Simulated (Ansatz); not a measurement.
`C#C[CH2][AlH][CH2]O` at its PBE0-D4/def2-TZVP geometry, where that method's forces vanish. Total charge 0; spin multiplicity 1.

```xyz
13

C     1.1507   -2.4315   -0.7178
C     0.4556   -1.5546   -1.1567
C    -0.3744   -0.4859   -1.6509
Al   -0.7444    1.0059   -0.4147
C    -0.1527    1.2459    1.4469
O     0.6188    0.1675    1.9480
H     1.7656   -3.2022   -0.3194
H    -1.3519   -0.8703   -1.9725
H     0.0658   -0.0370   -2.5516
H    -1.6444    2.1792   -1.0086
H    -1.0587    1.4199    2.0539
H     0.4002    2.2012    1.4889
H     0.8699    0.3619    2.8544
```

Question: What forces (eV/Å) does PBE-D4/def2-TZVPP give on these atoms in the Gaussian-basis code of Ansatz? (Best estimate.)

Answer: The calculation gave: 
```
C1   0.557 -0.704  0.348
C2  -0.577  0.734 -0.355
C3   0.081 -0.075  0.094
Al4 -0.038  0.057 -0.016
C5  -0.105  0.102 -0.127
O6   0.162 -0.505 -0.276
H7   0.123 -0.152  0.081
H8  -0.209 -0.054 -0.079
H9   0.066  0.108 -0.191
H10 -0.064  0.087 -0.041
H11 -0.215  0.072  0.112
H12  0.091  0.236 -0.006
H13  0.128  0.094  0.457
```
